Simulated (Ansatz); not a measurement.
GeSe, SMILES [Ge]=[Se] (connectivity only; charge and spin as stated), neutral, multiplicity 1.

Geometry optimised at B3LYP-D3(BJ)/def2-TZVP.

Two levels are set side by side: PBE/def2-TZVPD (Ansatz, a program for electronic structure) and PBE0/def2-TZVPD (Ansatz). Energy differences of separate SCF runs at the same geometry; the states with an electron removed or added have multiplicity 2 and 2. Differences are taken from unrounded values.

| quantity | PBE |
|---|---|
| vertical ionisation energy (eV) | 9.79 |
| vertical electron affinity (eV) | 0.57 |
| vertical singlet–triplet gap (eV) | 2.97 |

### Question
These are the PBE values. What does PBE0 give? (Estimate from the structure and the level; the computed values follow.)

### Answer

| quantity | PBE0 | PBE minus PBE0 |
|---|---|---|
| vertical ionisation energy (eV) | 9.71 | 0.08 |
| vertical electron affinity (eV) | 0.70 | -0.13 |
| vertical singlet–triplet gap (eV) | 2.76 | 0.20 |
